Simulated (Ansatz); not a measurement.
This geometry of CH7AsSeSi (11 atoms, charge 0, multiplicity 1) is a first-order saddle point.

These are results of Ansatz 0.2.0, RKS PBE-D4/def2-SVP, not measurements.

```xyz
11
Properties=species:S:1:pos:R:3
C -0.816 1.050 0.168
Si 0.211 -0.264 -0.721
As 2.246 -0.860 0.385
Se -1.028 -2.217 -0.926
H -0.225 1.984 0.264
H -1.742 1.276 -0.398
H -1.091 0.707 1.186
H 0.586 0.217 -2.100
H 1.499 -0.956 1.729
H 2.600 0.623 0.633
H -2.175 -1.616 -0.198
```

**Question.** Which two structures does it join? (They come from a converged band through this point; their orientation in space is the band's.)

**Answer.** No bond is made or broken. The dihedral C1–Si2–Se4–H11 goes from -63 to 58°.

Initial state:

```xyz
11
Properties=species:S:1:pos:R:3
C -0.790 1.217 0.102
Si 0.130 -0.184 -0.773
As 2.093 -0.928 0.376
Se -1.232 -2.014 -1.149
H -0.132 2.105 0.202
H -1.693 1.502 -0.475
H -1.105 0.902 1.117
H 0.527 0.229 -2.165
H 1.259 -1.153 1.655
H 2.443 0.508 0.826
H -1.435 -2.242 0.306
```

Final state:

```xyz
11
Properties=species:S:1:pos:R:3
C -0.780 1.106 0.223
Si 0.153 -0.330 -0.576
As 2.230 -0.869 0.482
Se -1.047 -2.303 -0.453
H -0.176 2.035 0.164
H -1.745 1.283 -0.296
H -0.991 0.885 1.288
H 0.455 0.002 -2.016
H 1.572 -0.765 1.873
H 2.603 0.629 0.514
H -2.208 -1.729 -1.182
```

**Question.** How far does it lie above each of them?

**Answer.** 0.052 eV above the first and 0.023 eV above the second. This is the barrier of this one path; another mechanism may lie lower.

Time of the run: 2.6 min on 2 threads of Arm Neoverse V1, on a shared host, peak memory 0.2 GiB.
